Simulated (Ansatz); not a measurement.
`C[CH](C)[Zn][F]` + `O[SiH3]` → `[F][Zn][O][SiH3]` + `CCC`  (ligand exchange at a Zn–C bond)

Isolated molecules relaxed with PBE0-D4/def2-TZVP in Ansatz; ΔE leaves out vibrations. CCSD(T)/CBS adds triple-zeta CCSD(T) − MP2 to the extrapolated MP2 energy (def2 sets, frozen cores). Functionals use def2-TZVPP. For Zn outer-core shells are correlated without core-valence functions, which leaves a few kJ/mol of doubt a bond. Scalar relativity is left out up to krypton. Each species was taken in one conformer, which may not be the lowest.

`C[CH](C)[Zn][F]`:

Cartesian coordinates in Å:
```
C 1.192 0.601 0.399
C -0.203 -0.015 0.374
C -1.018 0.511 -0.803
Zn -0.145 -1.955 0.413
F -0.093 -3.713 0.450
H 1.773 0.290 1.271
H 1.770 0.338 -0.492
H 1.126 1.696 0.424
H -0.718 0.265 1.301
H -2.044 0.134 -0.804
H -0.568 0.242 -1.763
H -1.072 1.606 -0.771
```

`O[SiH3]`:

```xyz
6

O     0.808   -0.841   -0.532
Si   -0.095    0.335    0.186
H     0.350   -1.606   -0.881
H    -1.082    0.925   -0.759
H     0.865    1.374    0.624
H    -0.845   -0.188    1.362
```

`[F][Zn][O][SiH3]`:

Cartesian coordinates in Å:
```
F 2.943 -1.563 1.675
Zn 1.419 -0.996 1.068
O -0.149 -0.472 0.507
Si -0.874 0.521 -0.559
H -2.347 0.386 -0.414
H -0.496 1.943 -0.318
H -0.496 0.182 -1.960
```

`CCC`:

```xyz
11

C    -0.658   -0.916    0.615
C    -0.462    0.307   -0.264
C     1.000    0.689   -0.420
H    -0.260   -0.747    1.620
H    -0.140   -1.785    0.200
H    -1.715   -1.176    0.716
H    -0.899    0.122   -1.251
H    -1.017    1.153    0.158
H     1.122    1.570   -1.054
H     1.573   -0.127   -0.870
H     1.454    0.911    0.550
```

```
             level  ΔE (kcal/mol)
        r2SCAN0-D4          -18.0
            revPBE          -14.5
     HF/def2-TZVPP          -26.5
CCSD(T)/def2-TZVPP          -18.8
```

Question: What does CCSD(T)/CBS give? (Best estimate.)

Answer: Computed: -19.0 kcal/mol. The listed levels differ from it by 1.0, 4.5, -7.5, 0.2 kcal/mol.

Question: What do rigid-rotor, harmonic-oscillator terms from PBE0-D4/def2-TZVP frequencies (298.15 K, 1 bar) make of the CCSD(T)/CBS value? (An estimate is asked.)

Answer: The calculation gave: ΔZPE = +0.7 kcal/mol, ΔH = -18.3 kcal/mol, ΔS = 8 J/(mol·K), ΔG = -18.9 kcal/mol. Modes under 50 cm⁻¹ make the entropy rough.

Largest T1 diagnostic among the species: 0.017.

From PBE to PBE0 (25 % exact exchange), in def2-TZVPP and without D4, ΔE moves by −2.4 kcal/mol. At CCSD(T), def2-SVP lies −3.5 kcal/mol from the extrapolated value and def2-TZVPP +0.2 kcal/mol. Leaving LDA and LC-ωPBE aside and taking each functional with its dispersion term where it has one, the values, not all of them listed here, spread over 6.8 kcal/mol, from BHLYP-D4 to PBE-D4. LDA lies +1.8 kcal/mol from PBE without D4.
